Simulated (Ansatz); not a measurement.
The cluster CaO₂H₂, relaxed as a singlet with RKS PBE0-D4/def2-TZVP in Ansatz, starting from the GFN2-xTB geometry. Force threshold 0.02 eV/Å.

The structure holds 1 bond(s) between oxygen atoms. Another isomer (singlet) lies 4.76 eV lower at PBE0-D4/def2-TZVP; other spin states weren't run for this one.

Start:

```xyz
5

Ca    0.004   -0.915   -0.383
O     0.587    0.907   -0.191
O    -0.431    0.634    0.833
H     0.277   -2.118   -1.532
H    -0.437    1.492    1.273
```

```tsv
step	energy (eV)	largest force component (eV/Å)	SCF passes
1	-22554.2599	3.622	19
2	-22555.0821	1.390	22
3	-22555.3355	0.587	21
4	-22555.3667	0.118	22
5	-22555.3704	0.059	21
6	-22555.3706	0.117	21
7	-22555.3720	0.035	21
8	-22555.3741	0.299	21
9	-22555.3823	0.582	21
10	-22555.3845	0.517	22
11 (rejected)	-22555.2798	2.047	27
12	-22555.3951	0.109	21
13	-22555.4017	0.056	21
14 (rejected)	-22555.3777	1.225	27
15	-22555.4067	0.137	22
16	-22555.4097	0.273	21
17	-22555.4133	0.228	21
18	-22555.4159	0.093	20
19	-22555.4170	0.035	20
20	-22555.4170	0.024	22
21	-22555.4172	0.006	21
```

Force components are those of the run's own axes.

End:

```xyz
5

Ca    0.488   -0.914   -0.354
O     0.669    1.180   -0.071
O    -0.145    0.731    1.066
H    -0.124   -2.339   -1.681
H    -0.888    1.342    1.040
```

By distances, no bond broke or formed. The bond that changes most is Ca1–H4, from 1.69 to 2.04 Å (atoms count from 1).

No frequencies were taken in this run, so the end may be a saddle point.

Run time 8 s (4 threads of Intel Xeon 6975P-C on a shared host).
